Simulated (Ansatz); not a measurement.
Pulling on the Si1–F2 bond in FHOSi (SMILES O[Si]F) (multiplicity 1 held, fragments rigid). Energies count from the point at 1.628 Å.
Geometry at that point (charge 0, multiplicity 1):
```tsv
atom	x (Å)	y (Å)	z (Å)
Si	0.0094	0.0060	0.6102
F	-0.7351	1.0256	-0.4174
O	0.7308	-1.0461	-0.4256
H	0.6386	-0.9461	-1.3817
```

Restricted levels (R-, RO-) in cc, def2 and unpolarised 6-31G sets keep to the state of the molecule at rest. U- levels take the lowest unrestricted solution at each point, which mixes spins at long bonds. Left out are points that failed, MP2 points in a non-variational dive below the minimum, coupled-cluster points behind a sign of a changed root (a jump of the amplitudes, or a one-step jump against full CI or MRCI), small-basis points behind a change of solution, and semi-empirical points at long bonds. Curves can end on different states.

Correlated levels freeze the cores.

Programs: Ansatz (an electronic-structure program) with Gaussian orbitals. Values without a source in brackets are computed.

Energies in kJ/mol.

```csv
R (Å),R-HF/cc-pV(D+d)Z,U-MP2/cc-pV(D+d)Z,U-SCS-MP2/cc-pV(D+d)Z,U-CCSD(T)/cc-pV(D+d)Z,R-CCSDT(Q)/cc-pV(D+d)Z
1.302,299,328,327,327,328
1.465,54,67,67,67,67
1.628,0,0,0,0,0
1.791,28,19,19,19,18
1.953,90,75,75,74,73
2.198,200,180,179,177,175
2.442,303,282,280,275,272
2.849,444,518,510,418,400
3.256,552,576,564,513,483
3.744,650,595,581,558,524
4.395,739,600,586,568,left out
5.209,805,602,587,570,left out
```

Doubts at one or more of the structures used: a restricted determinant that unrestricted orbitals would lower (R-HF/cc-pV(D+d)Z, R-CCSDT(Q)/cc-pV(D+d)Z); a spin-contaminated determinant (U-MP2/cc-pV(D+d)Z, U-SCS-MP2/cc-pV(D+d)Z, U-CCSD(T)/cc-pV(D+d)Z); T1 above 0.05 (U-CCSD(T)/cc-pV(D+d)Z, R-CCSDT(Q)/cc-pV(D+d)Z); other coupled-cluster roots lie near (R-CCSDT(Q)/cc-pV(D+d)Z).
